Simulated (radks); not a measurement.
Results of a calculation; reference values are marked as such.
Question: Radial electron density D(r) = 4 pi r^2 rho(r) of an atom or ion with 52 electrons. Code: a radial shooting solver on a logarithmic mesh with Libxc functionals. Model: scalar-relativistic Kohn-Sham, BLYP, spin-polarised, spherical densities, point nucleus.

| r (bohr) | D(r) (e/bohr) | spin D(r) |
|---|---|---|
| 0.003823 | 18.18 | -0.0000440 |
| 0.005058 | 26.61 | -0.00000197 |
| 0.006693 | 37.31 | 0.000164 |
| 0.008927 | 49.82 | 0.000680 |
| 0.01181 | 61.32 | 0.00199 |
| 0.01563 | 68.93 | 0.00505 |
| 0.02084 | 69.84 | 0.0117 |
| 0.02758 | 64.95 | 0.0236 |
| 0.03649 | 61.33 | 0.0411 |
| 0.04867 | 68.19 | 0.0585 |
| 0.06439 | 83.77 | 0.0587 |
| 0.0852 | 91.22 | 0.0289 |
| 0.1136 | 78.36 | -0.00488 |
| 0.1504 | 65.33 | 0.0294 |
| 0.1989 | 72.57 | 0.116 |
| 0.2653 | 74.15 | 0.0903 |
| 0.3511 | 46.71 | -0.00171 |
| 0.4645 | 26.07 | 0.150 |
| 0.6196 | 29.22 | 0.292 |
| 0.8198 | 25.63 | 0.0310 |
| 1.085 | 13.13 | 0.143 |
| 1.447 | 6.453 | 0.954 |
| 1.914 | 4.269 | 1.30 |
| 2.533 | 2.046 | 0.769 |
| 3.378 | 0.4912 | 0.197 |
| 4.469 | 0.05482 | 0.0217 |
| 5.914 | 0.002177 | 0.000791 |

What is the nuclear charge?

Answer: Z = 54. The innermost maximum, from 1s, lies near gamma/Z bohr with gamma = sqrt(1 - (Z/c)^2) = 0.919, here 0.017 bohr (found: 0.0186), and its height grows with Z. The density is that of the xenon ion Xe2+ in [Kr] 4d10 5s2 5p4; the configuration itself is not fixed sharply by these data, and Z only to a few units. D(r) has 4 maxima, at r = 0.0186, 0.0825, 0.235, 0.671 bohr, and minima at 0.0362, 0.155, 0.491 bohr, inside which lie 1.98, 11.16, 28.92 electrons.
